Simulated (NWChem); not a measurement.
# C$_{2}$H$_{4}$Br$_{2}$; SMILES CC(Br)Br

Results from NWChem. Medium grid unless said otherwise, to which SCAN and Minnesota functionals are sensitive. The geometry was optimised at PBE0/def2-SVP.

### Question
Estimate the computed values for r2SCAN/def2-TZVPD. Quantities: highest occupied level (eV); orbital gap (eV); dipole (D).

### Answer
* **highest occupied level (eV)**: -7.02
* **orbital gap (eV)**: 5.22
* **dipole (D)**: 2.03
